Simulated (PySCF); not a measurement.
C2H6O6Si2, SMILES O[Si](O)(O)C#C[Si](O)(O)O. The structure is a stationary point at PBE0-D3(BJ)/def2-SVP. The structure was generated by enumeration, and PubChem lists no compound with its InChIKey, so it may never have been made. Other conformers were not sampled.

### Question
Give the equilibrium geometry at PBE0-D3(BJ)/def2-SVP (PySCF confirms it by a frequency run) as Cartesian coordinates in Å. (Estimate from the structure and the level; the computed values follow.)

### Answer
Several could match; the one computed here: 
```xyz
16

Si    -2.4517     0.0004     0.0002
O     -3.0060     1.3396    -0.7736
O     -3.0063     0.0008     1.5467
O     -3.0089    -1.3385    -0.7721
C     -0.6126    -0.0002    -0.0003
C      0.6126     0.0002    -0.0003
Si     2.4517    -0.0004     0.0002
O      3.0089     1.3385    -0.7721
O      3.0060    -1.3396    -0.7736
O      3.0063    -0.0008     1.5467
H     -2.7179     2.1917    -0.4346
H     -2.7295    -0.7261     2.1115
H     -2.7369    -1.4622    -1.6857
H      2.7369     1.4622    -1.6857
H      2.7179    -2.1917    -0.4346
H      2.7295     0.7261     2.1115
```
Charge 0, spin multiplicity 1.
